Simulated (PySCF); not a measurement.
Input for PySCF: R-HF/3-21G on FGeH3Te (SMILES F[Te][GeH3]), a point of a torsion scan.

```python
from pyscf import gto, scf, dft, mp
from pyscf.data.elements import chemcore

mol = gto.M(
    atom='''
    F     2.53436210    0.72795414   -0.19257974
    Te    1.66816763   -1.01520241    0.25441397
    Ge   -0.66155334   -0.08097101    0.02202126
    H    -0.60916693    1.36272163   -0.34649072
    H    -1.46271208   -0.20236311    1.28754144
    H    -1.46927752   -0.79296630   -1.02624547
    ''',
    basis='3-21g',
    charge=0, spin=0, verbose=3, max_memory=1800)
mf = scf.RHF(mol)
mf.conv_tol = 1e-8
mf.max_cycle = 100
mf.kernel()
if not mf.converged:
    mf = mf.newton().run(mf.mo_coeff, mf.mo_occ)
```

Output:

```
converged SCF energy = -8748.64238972328
```

The calculation finished and met its thresholds.

Cost: about 0.7 core-seconds (a rough figure).
